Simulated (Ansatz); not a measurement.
```yaml
crystal:
  periodic: [true, true, true]
  atoms:
    - {symbol: C, position_ang: [-0.003239, 1.519923, -0.793617]}
    - {symbol: Si, position_ang: [0.199091, -0.330992, -0.578789]}
    - {symbol: C, position_ang: [0.690088, -0.770703, 1.179885]}
    - {symbol: S, position_ang: [-1.709668, -1.173074, -1.092274]}
    - {symbol: H, position_ang: [-0.309760, 1.767377, -1.811568]}
    - {symbol: H, position_ang: [-0.757499, 1.907967, -0.101548]}
    - {symbol: H, position_ang: [0.941729, 2.028739, -0.588759]}
    - {symbol: H, position_ang: [0.768812, -1.851224, 1.312901]}
    - {symbol: H, position_ang: [1.658915, -0.326517, 1.422810]}
    - {symbol: H, position_ang: [-0.056073, -0.390068, 1.884365]}
    - {symbol: H, position_ang: [-1.357096, -2.438527, -0.812808]}
basis:
  gaussian: {orbitals: def2-mTZVP, fitting: {mean_field: cc-pVTZ-jkfit}}
magnetization: {spin_polarized: true, initial_magnetization: 1}
hamiltonian: {xc: {name: SVWN5}}
output: {forces: true}
```

```sh
$ ansatz run in.yaml --threads 4 --pin off --events-out ev --progress --plain --max-ram 10444MiB
```

Question: How does Ansatz answer? (An estimate is asked.)

Answer: The calculation gave: The program refused the input.
```
Error: YAML parse error: error: line 2 column 3: crystal: missing field `lattice` (a structure is typed as `lattice` and `atoms`, a molecule's as `atoms` in Å alone, or read from a run's directory, `checkpoint`)
 --> <input>:2:3
1 | crystal:
2 |   periodic: [true, true, true]
3 |   atoms:
4 |     - {symbol: C, position_ang: [-0.003239, 1.519923, -0.793617]}
```
